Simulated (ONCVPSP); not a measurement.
# nickel: ONCV pseudisation with LDA (Perdew-Zunger), scalar-relativistic reference atom.

```
Element                 : Ni
Generator               : ONCVPSP 4.0.1
Type                    : optimised norm-conserving Vanderbilt (ONCV)
Functional              : LDA (Perdew-Zunger)
Relativity              : scalar-relativistic
Frozen core             : [Ne]
Valence charge          : 18
Reference configuration : 3s2 3p6 3d8 4s1 4p1
Partial waves           : 3s+4s: rc 1.10 bohr, ncon 4, nbas 9, qcut 13.6 1/bohr, 2 projectors; 3p+4p: rc 1.30 bohr, ncon 4, nbas 7, qcut 13.2 1/bohr, 2 projectors; 3d: rc 1.65 bohr, ncon 3, nbas 8, qcut 10.6 1/bohr, 1 projector
Local potential         : polynomial inside 0.80 bohr (lpopt 1, dvloc0 0 Ha)
Core correction         : Teter function, fcfact 5.5, rcfact 1.6
```

All-electron outer shells of the reference configuration (LDA (Perdew-Zunger), scalar-relativistic, ld1.x):

```tsv
shell	level (eV)	outermost node (bohr)	outermost maximum (bohr)
2s	-981.71	0.07	0.21
2p	-846.04	–	0.16
3s	-112.46	0.30	0.64
3p	-73.22	0.27	0.65
3d	-11.05	–	0.63
4s	-7.11	0.92	2.18
4p	-2.26	1.00	2.98
```

Results:

```json
{"Cutoffs needed": "57 Ha and 67 Ha (the cutoffs (Ha) at which the residual kinetic energy of the hardest occupied pseudo-wave falls to 1 and 0.1 mHa per electron)", "Ghost test": "no bound ghost flagged; no localised positive-energy state flagged", "Largest excitation error": "+86 meV (all-electron minus pseudo) for 3s2 3p6 3d7 4s2 4p1, out of 4 test configurations", "rms error of d²Exc/dni dnj": "2.05 mHa without and 1.34 mHa with the model core"}
```

Generation and tests took about 4.1 s on one core of a shared server CPU.
